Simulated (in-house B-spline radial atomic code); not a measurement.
Response and correlation along the 2-electron series, closed shell 1s2; the second-order energy is extrapolated in partial waves. Computed with an all-electron radial atomic-structure program (B-spline basis): relativistic RPA and second-order many-body perturbation theory on Dirac-Hartree-Fock.

```tsv
ion	Z	dipole polarisability (bohr³)	quadrupole polarisability (bohr⁵)	ratio of RPA to uncoupled dipole	second order correlation energy (Eh)	C6 of two such ions (Eh bohr⁶)
La55+	57	7.2366e-07	7.0324e-10	1.0098	-0.04762	5.6383e-10
Ce56+	58	6.6987e-07	6.2667e-10	1.0097	-0.04776	5.0126e-10
Pr57+	59	6.2072e-07	5.5932e-10	1.0095	-0.047896	4.463e-10
Nd58+	60	5.7575e-07	4.9997e-10	1.0094	-0.048046	3.9795e-10
Pm59+	61	5.3455e-07	4.4758e-10	1.0092	-0.048194	3.5533e-10
Sm60+	62	4.9676e-07	4.0124e-10	1.0091	-0.048357	3.1769e-10
Eu61+	63	4.6204e-07	3.6018e-10	1.009	-0.048531	2.8449e-10
Gd62+	64	4.3011e-07	3.2373e-10	1.0088	-0.048701	2.5501e-10
Tb63+	65	4.0069e-07	2.9133e-10	1.0087	-0.04889	2.2883e-10
```

Q: How fast does the dipole polarisability fall along the series?

A: From 7.237e-07 to 4.007e-07 bohr³; a fit of its logarithm against log Z from Z = 57 to 65 has slope -4.50.
